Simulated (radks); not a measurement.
Values are calculated unless marked as measured or tabulated.
B I, configuration [He] 2s2 2p(up 0.5, down 0.5) (fractional occupations, a model configuration).

Level of theory: non-relativistic Kohn-Sham, PBEsol, spin-polarised, spherical densities, point nucleus (a radial shooting solver on a logarithmic mesh with Libxc functionals).

Energy parts (eV):
total: -665.651
kinetic: 662.490
electron-nucleus: -1542.313
Hartree: 313.587
exchange-correlation: -99.415

Orbitals (lengths in bohr, moments of r in powers of bohr; r(90%) holds 90 % of the orbital's charge):
| orbital | occ. | eigenvalue (eV) | <r^2> | r(90%) |
|---|---|---|---|---|
| 1s | 2 | -179.4972 | 0.1483 | 0.594 |
| 2s | 2 | -9.3569 | 4.631 | 3.12 |
| 2p | 1 | -3.5572 | 6.876 | 3.96 |

The highest occupied level is 2p at -3.557 eV. The density falls to 0.001 e/bohr^3 at r = 3.91 bohr.
